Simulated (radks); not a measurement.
The numbers below are computed, except where a source is named.
All-electron atom: Bi III in [Hg] 6p1.

Code: a radial shooting solver on a logarithmic mesh with Libxc functionals. Model: scalar-relativistic Kohn-Sham, SCAN, spin-polarised, spherical densities, finite nucleus; open shells are filled with parallel spins first (spin-orbit coupling, left out, can overturn this in heavy ions); meta-GGA in the generalised Kohn-Sham scheme; Fermi nuclear charge, rms radius 5.5211 fm.

Energy parts (hartree):
| part | energy |
|---|---|
| total | -21526.7185 |
| kinetic | 24400.1839 |
| electron-nucleus | -53741.7967 |
| Hartree | 8210.4716 |
| exchange-correlation | -395.5773 |

Orbitals (lengths in bohr, moments of r in powers of bohr; r(90%) holds 90 % of the orbital's charge):
orbital	occ.	eigenvalue (hartree)	r(90%)	<r^2>	<r^4>
1s up	1	-3334.697	0.0290	0.0003464	3.333e-07
1s down	1	-3334.697	0.0290	0.0003464	3.333e-07
2s up	1	-600.8371	0.103	0.005241	0.00004777
2s down	1	-600.8368	0.103	0.005241	0.00004777
2p up	3	-514.0645	0.0988	0.004485	0.00004001
2p down	3	-514.0640	0.0988	0.004485	0.00004001
3s up	1	-146.0353	0.252	0.03364	0.001706
3s down	1	-146.0349	0.252	0.03364	0.001706
3p up	3	-121.1118	0.260	0.03499	0.001919
3p down	3	-121.1113	0.260	0.03499	0.001919
3d up	5	-95.98579	0.244	0.02905	0.001479
3d down	5	-95.98526	0.244	0.02905	0.001479
4s up	1	-34.27600	0.539	0.1602	0.03689
4s down	1	-34.27552	0.539	0.1602	0.03689
4p up	3	-26.07347	0.582	0.1837	0.04964
4p down	3	-26.07304	0.582	0.1837	0.04964
4d up	5	-16.65046	0.628	0.2058	0.06646
4d down	5	-16.64977	0.628	0.2058	0.06646
4f up	7	-6.31665	0.698	0.2323	0.1043
4f down	7	-6.31547	0.698	0.2322	0.1043
5s up	1	-6.54957	1.18	0.7761	0.8625
5s down	1	-6.55036	1.18	0.7772	0.8647
5p up	3	-4.25102	1.36	1.012	1.514
5p down	3	-4.25326	1.36	1.012	1.512
5d up	5	-1.66233	1.85	1.741	5.055
5d down	5	-1.65753	1.83	1.722	4.934
6s up	1	-1.15286	2.99	4.841	34.57
6s down	1	-1.12953	2.95	4.742	32.88
6p up	1	-0.72611	3.77	7.602	86.08

The highest occupied level is 6p up at -19.759 eV. The density falls to 0.001 e/bohr^3 at r = 3.91 bohr. The spin density at the nucleus is -4.707 e/bohr^3 (1s -0.206, 2s 0.095, 3s 0.460, 4s 0.659, 5s 3.935, 6s -9.649). Summed over all electrons, <r^2> = 49.46 bohr^2, which gives a Langevin (diamagnetic) susceptibility term of -39.2 x 10^-6 cm^3/mol.

Empty levels of this run are not shown, since the potential may be unsettled where no density lies.
